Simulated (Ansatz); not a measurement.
Compare A (`[GeH3][CH]1N=CO1`) with its isomer B (`C[O][GeH2][C]#N`).

Computed with Ansatz on PBE0-D4/def2-TZVP structures; ΔE is electronic, products minus reactants. CBS: MP2 limit from def2 TZ/QZ plus the TZ coupled-cluster correction, frozen cores. Functionals use def2-TZVPP. For Ge outer-core shells are correlated without core-valence functions, which leaves a few kJ/mol of doubt a bond. Scalar relativity is left out up to krypton. Each species was taken in one conformer, which may not be the lowest.

(1) Which isomer does CCSD(T)/CBS put lower? Give the gap. (Estimate.)

(2) Give E(B) − E(A) in kcal/mol with CCSD(T)/def2-TZVPP, MP2/def2-TZVPP, CCSD/def2-TZVPP, ωB97M-V, B2PLYP, PBE0-D4, r2SCAN-D4. (Estimate.)

Largest T1 diagnostic: 0.014.

## Answers

(1) Ansatz gave: B, by 41.4 kcal/mol.

(2) Ansatz gave: CCSD(T)/def2-TZVPP -42.8, MP2/def2-TZVPP -44.2, CCSD/def2-TZVPP -44.6, ωB97M-V -38.9, B2PLYP -43.6, PBE0-D4 -32.8, r2SCAN-D4 -35.8. None reverses the order clearly.

In def2-TZVPP, CCSD(T) changes the Hartree–Fock value by +9.9 kcal/mol (the triples alone add +1.7 kcal/mol) and MP2 by +8.5 kcal/mol. From PBE to PBE0 (25 % exact exchange), in def2-TZVPP and without D4, E(B) − E(A) moves by −1.6 kcal/mol.
